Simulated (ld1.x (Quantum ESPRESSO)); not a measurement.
Results of a calculation; reference values are marked as such.
# Potentials for silicon compared

Generated with ld1.x 7.5 (TM, RRKJ, ultrasoft, PAW), atompaw 4.2 or ONCVPSP 4.0.1. The cutoff is in Ry: for ld1.x and atompaw files where the sum of valence levels is converged to 10 mRy in a Bessel basis, for ONCV files where the hardest occupied wave has 1 mHa per electron of residual kinetic energy. The error is the largest all-electron minus pseudo excitation energy over each file’s own four to seven test configurations (ionisations up to +4, promotions, holes and added fractions of an electron), all of which were solved. The labels leave out finer settings (local radius, basis sizes, second energies), which also bear on the numbers. Spin-polarised tests are not counted. The rows are a selection from randomly drawn settings: files with unsolved tests, undetermined cutoffs or missed reference levels are left out.

| potential | cutoff (Ry) | largest error (meV) | bound ghosts |
| --- | --- | --- | --- |
| TM, LDA (PZ), scalar-relativistic, rc 1.70/1.55/1.80 (spd), local p, core correction yes, reference 3s2 3p2 | 30 | +55 | none |
| TM, Wu–Cohen, scalar-relativistic, rc 1.75/1.40/1.90 (spd), local s, core correction yes, reference 3s2 3p2 | 45 | +27 | none |
| TM semilocal, PBEsol, scalar-relativistic, rc 1.60/1.80 (sp), local s, core correction yes, reference 3s2 3p2 | 15 | +49 | none |
| RRKJ, LDA (PZ), scalar-relativistic, rc 1.95/1.70/2.10 (spd), local s, core correction yes, reference 3s1.75 3p2.25 | 15 | +65 | none |
| TM semilocal, PBE, scalar-relativistic, rc 1.85/2.40/2.05 (spd), local p, core correction yes, reference 3s2 3p2 | 15 | +44 | none |
| RRKJ, PBE, scalar-relativistic, rc 1.80/2.15 (sp), local s, core correction yes, reference 3s1 3p3 | 18 | +88 | none |

Q: Fill in the row for Si: RRKJ, PBE, scalar-relativistic, rc 1.80/1.70 (sp), local s, core correction yes, reference 3s1 3p3.

A: cutoff 12 Ry, largest error +53 meV, bound ghosts: none.
